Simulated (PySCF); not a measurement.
Gas-phase reaction: GeF₃ + 3 GeH₄ → 4 GeH₃ + 3 F

Energies from PySCF, thermal terms from the rigid-rotor harmonic-oscillator model, ideal gas at 1 bar. † marks an energy on the PBE0/def2-TZVP geometry and frequencies; other levels use their own. 6-31G* has spherical d functions here. Open shells (unrestricted): GeF₃ (multiplicity 2), GeH₃ (multiplicity 2), F (multiplicity 2, electronic degeneracy 6); the rest are closed-shell singlets. Spin-orbit splitting is ignored; it lowers the true energy and changes the entropy of F. B3LYP is the form with VWN-RPA correlation. Ge: all electrons, no relativistic terms. GeF₃, GeH₃: computed as isolated molecules; such fragments, hydroxides, amides, oligomers or adducts are transient or little studied in the gas. The harmonic model lacks anharmonicity and excited electronic states, which grow with temperature; levels with a mode under 35 cm⁻¹ are left out.

| level | ΔE electronic, kJ | ΔH°(298 K), kJ | ΔS°(298 K), J/K | ΔG°(2500 K), kJ |
|---|---|---|---|---|
| B3LYP/6-31G* | 1593 | 1567 | 447 | 433 |
| BLYP/def2-TZVP† | 1635 | 1610 | 449 | 472 |
| HF/6-31G* | 1104 | 1077 | 452 | -75 |
| M06-2X/def2-TZVP† | 1628 | 1602 | 449 | 464 |
| PBE0/def2-QZVP† | 1596 | 1570 | 449 | 432 |
ΔH° is lowest at HF/6-31G* and highest at BLYP/def2-TZVP†. No reference value is set beside these.
